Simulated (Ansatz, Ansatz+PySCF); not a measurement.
```xyz
2

Cr    0.0000    0.0000    0.0000
O     0.0000    0.0000    1.6150
```

Basis set: def2-SVP (spherical functions). Correlated methods keep 6 orbitals frozen. Correlation on ROHF uses semicanonical orbitals with singles. Charge 0, multiplicity 5.

Computed with Ansatz (development build ahead of 0.2.0); each method stands on the lowest determinant of its kind that the runs found. Restricted functionals stand beside restricted open-shell atoms, which can lie above the unrestricted atoms usual in DFT and then raise those values.

(1) Give the atomization energy at this shape (free ground-state atoms in the same class of orbitals less the molecule, no zero-point energy) of quintet CrO by r²SCAN (unrestricted), ωB97X (unrestricted), ωB97X (restricted open-shell), r²SCAN (restricted open-shell), PBE (unrestricted), PBE0 (unrestricted), PBE (restricted open-shell), PBE0 (restricted open-shell), ROHF-MP2, UHF-MP2, UHF, ROHF.

Answers

(1)

| method | atomization energy |
| --- | --- |
| r²SCAN (unrestricted) | 4.57 eV |
| ωB97X (unrestricted) | 4.23 eV |
| ωB97X (restricted open-shell) | 4.08 eV |
| r²SCAN (restricted open-shell) | 4.36 eV |
| PBE (unrestricted) | 5.27 eV |
| PBE0 (unrestricted) | 3.89 eV |
| PBE (restricted open-shell) | 5.15 eV |
| PBE0 (restricted open-shell) | 3.63 eV |
| ROHF-MP2 | 3.66 eV |
| UHF-MP2 | 2.26 eV |
| UHF | 0.42 eV |
| ROHF | -1.41 eV |

Caution: another spin multiplicity may lie lower. Caution for r²SCAN (unrestricted), ωB97X (unrestricted), PBE0 (unrestricted): the unrestricted determinant is spin contaminated. Caution for ROHF-MP2, ROHF: an unrestricted determinant lies well below. Caution for UHF-MP2, UHF: the unrestricted determinant is a mixture of spin states. Caution for UHF: the determinant may break the point group. Caution for ROHF: the molecule lies well above its atoms at this level.
